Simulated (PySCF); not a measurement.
**How methods differ on the excitation energy of Ca**

Ca [Ar] 4s2 (1S) → Ca [Ar] 4s1 4p1 (3P), as a difference of total energies. Calculation: PySCF 2.14, in x2c-TZVPPall; the spin-free X2C one-electron Hamiltonian (Gaussian nucleus). Correlated levels: valence: [Ar] frozen; valence and next inner shell: [Ne] frozen. The calculations carry no spin-orbit coupling.

```csv
method,excitation energy (cm⁻¹),error (cm⁻¹)
UHF,8372.5,-6891
LDA,15758,+495
PBE,14455,-808
PBE0,13683,-1580
r2SCAN,12418,-2845
B2PLYP,14911,-352
M06,17503,+2240
wB97M-V,17473,+2210
LC-wPBE,11470,-3794
MP2 (valence),12086,-3177
SCS-MP2 (valence),13123,-2141
MP2 (valence and next inner shell),14269,-994
SCS-MP2 (valence and next inner shell),14831,-433
```

Reference: 15263 cm⁻¹ (measured; NIST levels, between the centres of gravity of the two terms).

Errors of the correlated levels include the incompleteness of this basis and the frozen core.

The basis was made for the ground configuration and has no added diffuse functions, so the excitation energy can come out too high.
